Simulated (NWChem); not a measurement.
Species: SnCl cation, singlet; SMILES [Sn+][Cl]

```xyz
2

Sn     0.0000     0.0000    -0.5815
Cl     0.0000     0.0000     1.7130
```
Atoms are numbered in this order, from 1.

Results from NWChem. Low-valent species are run as closed-shell singlets; no triplet was tried in these runs. Coordinates come from a PBE0/def2-SVP optimisation. def2 effective core potentials on Sn; no spin-orbit coupling. B3LYP is NWChem's, with the RPA form of VWN correlation. Static field.

```csv
level,isotropic polarisability (bohr³),anisotropy (bohr³)
PBE/def2-SVPD,41.4,27.1
B3LYP/def2-SVPD,40.8,25.9
CAM-B3LYP/def2-SVPD,40.4,24.5
```
